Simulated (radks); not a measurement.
Xe, 54 electrons, occupied as [Xe]. All-electron calculation, scalar-relativistic Kohn-Sham, PBE, spin-unpolarised, spherical densities, point nucleus. Program: a radial shooting solver on a logarithmic mesh with Libxc functionals.

Normalised radial functions P(r) = r R(r), r in bohr:

| r | 3d | 4p | 4d |
|---|---|---|---|
| 0.0009299 | 0.0000 | 0.0012 | 0.0000 |
| 0.00124 | 0.0000 | 0.0020 | 0.0000 |
| 0.001654 | 0.0000 | 0.0033 | 0.0000 |
| 0.002189 | 0.0001 | 0.0053 | 0.0000 |
| 0.002919 | 0.0002 | 0.0088 | 0.0001 |
| 0.003894 | 0.0004 | 0.0146 | 0.0002 |
| 0.005193 | 0.0008 | 0.0240 | 0.0003 |
| 0.006927 | 0.0018 | 0.0392 | 0.0008 |
| 0.009165 | 0.0038 | 0.0624 | 0.0016 |
| 0.01222 | 0.0084 | 0.0990 | 0.0036 |
| 0.0163 | 0.0181 | 0.1531 | 0.0078 |
| 0.02174 | 0.0385 | 0.2279 | 0.0165 |
| 0.029 | 0.0794 | 0.3219 | 0.0341 |
| 0.03868 | 0.1581 | 0.4213 | 0.0676 |
| 0.05118 | 0.2948 | 0.4902 | 0.1256 |
| 0.06826 | 0.5267 | 0.4749 | 0.2224 |
| 0.09105 | 0.8691 | 0.3045 | 0.3608 |
| 0.1214 | 1.2968 | -0.0461 | 0.5201 |
| 0.162 | 1.7072 | -0.4798 | 0.6356 |
| 0.2143 | 1.9226 | -0.7396 | 0.6022 |
| 0.2858 | 1.7988 | -0.5558 | 0.3171 |
| 0.3812 | 1.3286 | 0.1313 | -0.2153 |
| 0.5084 | 0.7324 | 0.9426 | -0.8040 |
| 0.6781 | 0.2809 | 1.3243 | -1.1530 |
| 0.8973 | 0.0712 | 1.1005 | -1.0997 |
| 1.197 | 0.0098 | 0.5902 | -0.7555 |
| 1.596 | 0.0007 | 0.2028 | -0.3775 |
| 2.129 | 0.0000 | 0.0419 | -0.1333 |
| 2.839 | 0.0000 | 0.0046 | -0.0309 |
| 3.757 | 0.0000 | 0.0003 | -0.0045 |
| 5.011 | 0.0000 | 0.0000 | -0.0003 |
| 6.683 | 0.0000 | 0.0000 | 0.0000 |

3d: eigenvalue -653.60 eV, 0 radial nodes, <r> = 0.281 bohr, 90 % of the charge inside 0.441 bohr. 4p: eigenvalue -141.27 eV, 2 radial nodes at r = 0.118, 0.364 bohr, <r> = 0.765 bohr, 90 % of the charge inside 1.12 bohr. 4d: eigenvalue -59.383 eV, 1 radial node at r = 0.343 bohr, <r> = 0.877 bohr, 90 % of the charge inside 1.33 bohr.
